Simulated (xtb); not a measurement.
F$_{3}$Te (SMILES F[Te+](F)F), charge +1, singlet, geometry from GFN2-xTB.

The xtb input:
```
$ xtb mol.xyz --gfn 0 --chrg 1 --opt --json

# file mol.xyz
4

Te    -0.06651998     0.12188136     0.33078461
F     -1.16789324    -1.07688202    -0.58739142
F      0.08902262     1.21325728    -1.17845659
F      1.46320830    -0.84057864    -0.14535195
```

Task: What does this run give for the HOMO-LUMO gap, total energy at the end of the optimisation?

Result: 
```yaml
HOMO-LUMO gap: 3.26 eV
total_energy_at_the_end_of_the_optimisation: -12.8858 Eh
```
